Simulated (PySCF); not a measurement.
CH4N2OSi.
SMILES with atom numbers: `[N:1]#[C:2][Si@H:3]([NH2:4])[OH:5]` (hydrogens: H6 on Si3; H7, H8 on N4; H9 on O5)

Computed, not measured: PySCF, PBE0-D3(BJ)/def2-SVP geometry optimisation, gas phase.

Question: Give the optimised bond lengths and angles.

Answer: 
```tsv
bond	length (Å)	order
N1≡C2	1.160	triple
C2–Si3	1.869	single
Si3–N4	1.705	single
Si3–O5	1.655	single
Si3–H6	1.477	single
N4–H7, N4–H8	1.012	single
O5–H9	0.962	single
```

Bonds in one row agree within 0.01 Å and their mean is given. Orders are formal, as drawn. A selection of angles:
```tsv
angle	degrees
N1–C2–Si3	178.2
C2–Si3–N4	103.2
C2–Si3–O5	107.6
C2–Si3–H6	111.1
N4–Si3–O5	118.6
N4–Si3–H6	111.9
O5–Si3–H6	104.4
Si3–N4–H7	122.9
H7–N4–H8	112.8
Si3–O5–H9	118.0
```

Dihedral angles: H9–O5–Si3–C2 56° (synclinal).

N4 (silicon-bound nitrogen) is almost planar (angles 122.9°, 122.8° and 112.8°, sum 358.6°, 0.08 Å off the plane of its three neighbours). Si3 (oxygen-bound silicon) is distorted tetrahedral (angles from 103.2° to 118.6°).

Point group: C1 (no symmetry element, even within 0.4 Å). Stationary, but not proved a minimum. The numbers are those of one conformer (C2–Si3–N4–H -29° and 166°, C2–Si3–O5–H 56°).

Time: 55 s of wall time; peak memory 0.45 GiB. Hardware: one thread, Arm Neoverse V2 (aarch64), no GPU, on a shared host. This is the geometry optimisation.
